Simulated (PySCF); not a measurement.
TiF₄, SMILES [Ti]([F])([F])([F])[F], multiplicity 1. Atoms are numbered in the order given.

```xyz
5

Ti     0.0000     0.0000     0.0000
F     -1.0016     1.0016    -1.0016
F      1.0016     1.0016     1.0016
F      1.0016    -1.0016    -1.0016
F     -1.0016    -1.0016     1.0016
```

Coordinates come from a B3LYP-D3(BJ)/def2-SVP optimisation. The spin state was assumed, not searched. The isomer is the one that the SMILES or the coordinates give; other isomers of the formula were not compared.

These are TDDFT-PBE0/def2-SVPD (PySCF 2.14.0) values and carry that method's errors.

Vertical excitations; the highest root listed may be one member of a degenerate set.  State labels are in the subgroup D2.

Computed lowest excited states:
```tsv
state	symmetry	energy (eV)	λ (nm)	f	main pairs
S1	B3	7.31	170	0.000	HOMO→LUMO (degenerate set)
S2	B1	7.31	170	0.000	HOMO−2→LUMO+1, HOMO−2→LUMO (degenerate set)
S3	B2	7.31	170	0.000	HOMO−1→LUMO+1, HOMO−1→LUMO (degenerate set)
S4	B3	7.53	165	0.008	HOMO→LUMO+1, HOMO−3→LUMO (degenerate set)
S5	B1	7.53	165	0.008	HOMO−2→LUMO, HOMO−5→LUMO+1, HOMO−2→LUMO+1 (degenerate set)
S6	B2	7.53	165	0.008	HOMO−1→LUMO, HOMO−4→LUMO+1, HOMO−1→LUMO+1 (degenerate set)
S7	B3	7.71	161	0.000	HOMO−3→LUMO+1 (degenerate set)
S8	B2	7.71	161	0.000	HOMO−4→LUMO, HOMO−4→LUMO+1 (degenerate set)
S9	B1	7.71	161	0.000	HOMO−5→LUMO, HOMO−5→LUMO+1 (degenerate set)
S10	B2	8.00	155	0.012	HOMO−4→LUMO+1 49 %, HOMO−4→LUMO 16 %, HOMO−1→LUMO 14 %
T1	B1	7.03	176	0	HOMO−2→LUMO, HOMO−2→LUMO+1 (degenerate set)
T2	B2	7.03	176	0	HOMO−1→LUMO, HOMO−1→LUMO+1 (degenerate set)
T3	B3	7.03	176	0	HOMO→LUMO+1 (degenerate set)
T4	B3	7.18	173	0	HOMO→LUMO 95 %
```
Triplets are in the Tamm–Dancoff approximation, which puts them higher than full response would, so one can lie above its singlet here.
